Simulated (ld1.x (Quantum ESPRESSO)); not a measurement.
nitrogen (N): excitation energies, all-electron against RRKJ

* Element: nitrogen
* Generator: ld1.x (Quantum ESPRESSO) 7.5
* Type: norm-conserving RRKJ (Kleinman–Bylander form)
* Functional: PBE
* Relativity: non-relativistic
* Frozen core: [He]
* Valence charge: 5
* Reference configuration: 2s1.5 2p3.5
* Partial waves: 2p (bound): rc 1.80 bohr; 2s (bound): rc 0.95 bohr
* Local potential: the s channel
* Core correction: a·sin(br)/r model core, default radius (core density twice the valence density)
* rho0: 0.001

Energies are relative to the spin-unpolarised reference configuration 2s1.5 2p3.5; without spin polarisation the order of configurations can differ from experiment.

Task: Give the all-electron excitation energy and the error of the potential for: 2s2 2p3; 2s2 2p2; 2s2 2p1; 2s2 2p0; 2s1 2p0; 2s2 2p3.3; 2s2 2p2.5.

Result:

| valence configuration | charge | ΔE all-electron (eV) | error AE − PS (meV) |
| --- | --- | --- | --- |
| 2s2 2p3 | 0 | -5.735 | -0.6 |
| 2s2 2p2 | +1 | 7.862 | +70 |
| 2s2 2p1 | +2 | 36.721 | +427 |
| 2s2 2p0 | +3 | 83.805 | +1585 |
| 2s1 2p0 | +4 | 161.575 | +2583 |
| 2s2 2p3.3 | -0.3 | -7.356 | -5.4 |
| 2s2 2p2.5 | +0.5 | -0.639 | +19 |

Levels in the configuration 2s2 2p2:

| level | all-electron (eV) | pseudo (eV) |
| --- | --- | --- |
| 2s | -32.434 | -32.378 |
| 2p | -20.694 | -20.539 |
